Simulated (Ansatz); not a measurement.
The C4–H7 bond of C2H6Be (SMILES [BeH][CH2]C) is stretched (multiplicity 1, the rest rigid).
Geometry at rest (charge 0, multiplicity 1):
```
atom    x (Å)    y (Å)    z (Å)
----  -------  -------  -------
Be    -1.4452  -0.3387   0.7701
H     -2.6893  -0.1958   1.2244
C      0.1257  -0.5230   0.1984
C      0.7015   0.6578  -0.6109
H      0.1697  -1.4350  -0.4126
H      0.7852  -0.7314   1.0519
H      0.7254   1.5770  -0.0208
H      0.1033   0.8659  -1.5011
H      1.7234   0.4649  -0.9477
```

Frozen-core correlation.

Codes used: Ansatz (an electronic-structure program). Each number belongs to the level named beside it.

Energies above the point at 1.093 Å (the B3LYP-D3(BJ) bond length), FIC-MRCISD+Q on CASSCF(2,2)/cc-pVDZ (kcal/mol): 7.41 at 0.983 Å; 2.68 at 1.202 Å; 108.15 at 3.496 Å.

Take the last value as the depth D of a Morse curve D(1 − e^(−a(R − R₀)))², fit a and R₀ to the two near points, and test it at 1.475 and 1.912 Å.


With D = 108.1, both near points (counted from the curve's value at 1.093 Å) are met by a = 1.87 Å⁻¹ and R₀ = 1.109 Å, so k = 2Da² = 755 kcal/(mol Å²). The curve then gives 26.5 and 65.2 kcal/mol; the level itself gives 26.4 and 67.0, so Morse is off by 0.0 and -1.8.
